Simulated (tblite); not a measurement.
Species: C6H5O2 (doublet state).
Atom-mapped SMILES: `[OH:1][c:2]1[cH:3][c:4][cH:5][cH:6][c:7]1[OH:8]` (hydrogens: H9 on O1; H10 on C3; H11 on C5; H12 on C6; H13 on O8)

A start from a force field or distance geometry was refined with GFN2-xTB geometry optimisation, gas phase (tblite 0.8.0). Values at the start:

```json
{"coordinate": "O1–C2", "start": "1.352 Å"}
{"coordinate": "O1–H9", "start": "0.972 Å"}
{"coordinate": "C2–C3", "start": "1.393 Å"}
{"coordinate": "C2–C7", "start": "1.398 Å"}
{"coordinate": "C3–C4", "start": "1.381 Å"}
{"coordinate": "C3–H10", "start": "1.088 Å"}
{"coordinate": "C4–C5", "start": "1.410 Å"}
{"coordinate": "C5–C6", "start": "1.396 Å"}
{"coordinate": "C5–H11", "start": "1.083 Å"}
{"coordinate": "C6–C7", "start": "1.384 Å"}
{"coordinate": "C6–H12", "start": "1.089 Å"}
{"coordinate": "C7–O8", "start": "1.361 Å"}
{"coordinate": "O8–H13", "start": "0.984 Å"}
{"coordinate": "O1–C2–C7", "start": "117.7°"}
{"coordinate": "C2–C3–C4", "start": "120.2°"}
{"coordinate": "C2–C7–C6", "start": "121.3°"}
{"coordinate": "C3–C2–C7", "start": "119.4°"}
{"coordinate": "C3–C4–C5", "start": "120.1°"}
{"coordinate": "C4–C5–C6", "start": "120.0°"}
{"coordinate": "C5–C6–C7", "start": "119.1°"}
{"coordinate": "C6–C7–O8", "start": "118.8°"}
```

Task: How do these coordinates change at the GFN2-xTB level?

Result: 
| coordinate | GFN2-xTB (Å or °) | change |
| --- | --- | --- |
| C4–C5 | 1.361 | -0.049 |
| O1–C2 | 1.375 | +0.023 |
| O8–H13 | 0.967 | -0.017 |
| C3–C4 | 1.365 | -0.016 |
| C6–H12 | 1.078 | -0.011 |
| O1–H9 | 0.963 | -0.009 |
| C3–H10 | 1.081 | -0.007 |
| C5–H11 | 1.078 | -0.005 |
| C2–C7 | 1.402 | +0.004 |
| C5–C6 | 1.394 | -0.002 |
| C6–C7 | 1.386 | +0.002 |
| C2–C3 | 1.392 | -0.001 |
| C7–O8 | 1.361 | 0.000 |
| C3–C4–C5 | 125.3 | +5.2 |
| C4–C5–C6 | 117.1 | -2.9 |
| C2–C3–C4 | 117.4 | -2.8 |
| C5–C6–C7 | 120.4 | +1.3 |
| C2–C7–C6 | 120.1 | -1.2 |
| C6–C7–O8 | 119.9 | +1.1 |
| O1–C2–C7 | 117.1 | -0.6 |
| C3–C2–C7 | 119.7 | +0.3 |

The energy falls by 0.127 eV over 17 L-BFGS steps, the largest force on an atom goes from 2.49 to 0.006 eV/Å, and the atoms move by 0.026 Å rms after alignment. The bond that changes most is C4–C5 (ends: carbon bonded to 2 C; carbon bonded to 2 C and H), which shortens by 0.049 Å. Bonds longer at the end by more than 0.005 Å: 1 of 13; shorter: 7. Rotational constants go from 3400, 2373, 1397 to 3431, 2366, 1400 MHz.

Its GFN2-xTB frequencies are all real (lowest 176 cm⁻¹).

Conformer computed: `[OH:1][c:2]1[cH:3][c:4][cH:5][cH:6][c:7]1[OH:8]`: H–O1–C2–C3 0°, H–O8–C7–C6 180°.

One conformer stands for the species.
